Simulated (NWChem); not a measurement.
## Basis-set convergence for H$_{3}$Ga

```xyz
4

Ga     0.0000     0.0000     0.0000
H      0.0000     0.0000     1.5735
H      1.3627     0.0000    -0.7868
H     -1.3627     0.0000    -0.7868
```
Charge 0, spin multiplicity 1.

Program: NWChem. Structure: optimised with B3LYP/def2-SVP, a minimum by its harmonic frequencies.

Quantity: first vertical ionisation energy at the level G0W0@PBE0.

The Hamiltonian is non-relativistic. The structure started from a generated list of species.

Question: In def2-QZVP the value is 11.24 eV. Among def2-SVP, def2-SVPD, def2-TZVP, which is the smallest basis within 0.05 eV of it?

Answer: No smaller set comes that close. def2-QZVP isn't the basis-set limit itself, and a small set can land close by cancellation.

```
basis      functions  first vertical ionisation energy (eV)
---------  ---------  -------------------------------------
def2-SVP          47                                  10.89
def2-SVPD         62                                  10.91
def2-TZVP         66                                  11.02
def2-QZVP        165                                  11.24
```
